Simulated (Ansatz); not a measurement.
Input for Ansatz (a quantum-chemistry and plane-wave program): R-PBE/def2-TZVPP on CH6BP (SMILES CBP), a point of a torsion scan.

Ansatz 0.2 input:
```yaml
crystal:
  periodic: [false, false, false]
  atoms:
    - {symbol: C, position_ang: [-1.14875392, 0.16026212, -0.24904338]}
    - {symbol: B, position_ang: [0.03871614, -0.29889803, 0.65607346]}
    - {symbol: P, position_ang: [1.85007207, 0.10831840, 0.13384055]}
    - {symbol: H, position_ang: [-2.10799744, 0.22691206, 0.25946511]}
    - {symbol: H, position_ang: [-0.96710055, 1.09535210, -0.77678823]}
    - {symbol: H, position_ang: [-1.25978912, -0.60066943, -1.02616101]}
    - {symbol: H, position_ang: [-0.14848407, -0.95906032, 1.60626005]}
    - {symbol: H, position_ang: [2.08428703, 0.84486695, 1.28831346]}
    - {symbol: H, position_ang: [2.41237233, -1.01710231, 0.72387941]}
basis:
  gaussian:
    orbitals: def2-TZVPP
hamiltonian:
  xc: {name: PBE}
scf: {lower_state_search: off}
```

The head of its log:

```
WARN ansatz: RAYON_NUM_THREADS=1 ignored (pool sized by the plan → 1); use --threads N
Functional definition: PBE
these checks for a lower state are left out or cut short: stability, starts, cluster_reference, orbital_swaps, neighbouring_geometries, increment
integrals: 0.08 GiB planned
990 factors; their error is unknown
mean field: 0.67 GiB planned
mean field evaluation 1: about -11083.7585 eV, gradient 6.1e1 eV
mean field evaluation 2: about -11072.6538 eV, gradient 8.2e1 eV
```

### Question
What total energy does the run end on?

### Answer
-407.6569 hartree.
